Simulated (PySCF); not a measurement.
Species: C₃H₁₁Si₃ (doublet state).
Atom-mapped SMILES: `[SiH2:1]/[CH:2]=[CH:3]\[SiH2:4][CH2:5][SiH3:6]` (hydrogens: H7, H8 on Si1; H9 on C2; H10 on C3; H11, H12 on Si4; H13, H14 on C5; H15, H16, H17 on Si6)

Cartesian coordinates in Å at the GFN2-xTB level; atoms count from 1:
```xyz
17
C3H11Si3 angstrom
Si     2.2005    0.0484    1.3532
C      1.9249    1.0642   -0.1257
C      1.1011    0.8301   -1.1874
Si    -0.0258   -0.6273   -1.4592
C     -1.7626   -0.3411   -0.7122
Si    -1.8555   -0.1708    1.1697
H      3.1424    0.5460    2.3448
H      1.5637   -1.2137    1.6689
H      2.5138    1.9804   -0.1492
H      1.1007    1.5816   -1.9701
H     -0.1906   -0.8240   -2.9106
H      0.5322   -1.8629   -0.8826
H     -2.4055   -1.1667   -1.0202
H     -2.1888    0.5555   -1.1644
H     -1.0402    0.9599    1.6285
H     -3.2457    0.0477    1.5894
H     -1.3717   -1.3954    1.8172
```

The hyperfine couplings belong to this conformer and change with its torsions.

Computed, not measured: UKS B3LYP, pcH-1 on C H Si, non-relativistic, mean-field spin-orbit, GIAO in PySCF. Isolated species at its GFN2-xTB geometry (one conformer only). Couplings are sensitive to structure, and on GFN2-xTB geometries they can be far from those on DFT ones, by a factor of two or more for some ions and for spin on atoms past the first row. The SCF solution wasn't tested for stability.

The largest Mulliken spin populations are on Si1 (+0.90), C3 (+0.39) and C2 (-0.20). The angles at Si1 add up to 360.0°, so it is planar; its axial dipolar tensor and the negative couplings of its protons fit spin in a p orbital normal to that plane.

(1) Test a(H) = Q·ρ(C) for the protons on planar carbons with a spin population beyond ±0.08.

## Answers

(1) 
| H | C | ρ(C) | a(H) (G) | a/ρ (G) |
| --- | --- | --- | --- | --- |
| H9 | C2 | -0.198 | +2.47 | -12.5 |
| H10 | C3 | +0.385 | -8.70 | -22.6 |

A least-squares line through the origin gives Q = -20.5 G with Mulliken populations. Where ρ is negative the coupling is positive.

Couplings in gauss use g_iso = 2.0034.
